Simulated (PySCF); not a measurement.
UHF on C (carbon, neutral)

Configuration: [He] 2s1 2p3, high-spin 5S determinant (an excited configuration). All numbers are calculated (PySCF 2.14, no relativity, point nucleus, in dyall-acv3z).

- Total energy: -37.599200 hartree
- One-electron energy: -50.2471 hartree
- Hartree (Coulomb) energy: 17.9075 hartree
- Exchange energy: -5.2596 hartree
- Kinetic energy: 37.59910 hartree
- ⟨S²⟩: 6.0000
- ⟨L²⟩: 0.000
- Sum of ⟨r⟩: 7.073 bohr
- Sum of ⟨r²⟩: 13.54 bohr²
- Density at the nucleus (Gaussians lack the cusp): 124 bohr⁻³
- Spin density at the nucleus: 2.90 bohr⁻³
- Langevin diamagnetic susceptibility: -10.7 ×10⁻⁶ cm³/mol

```tsv
shell	electrons	mean orbital energy (eV)	rms radius, mean of both spins (bohr)
1s α	1	-308.74	0.312
1s β	1	-305.51	0.312
2s α	1	-25.614	1.67
2p α	3	-13.031	1.88
```

Spin-orbit constants ζ (cm⁻¹) from the X2C one-electron operator on these orbitals (non-relativistic here): bare nucleus, nucleus screened by l(l+1)(2l+1)/3 electrons, and screened by the Breit-Pauli mean field of the electrons.

```tsv
shell	bare	screened nucleus	mean field
2p	60.32	40.21	32.32
```
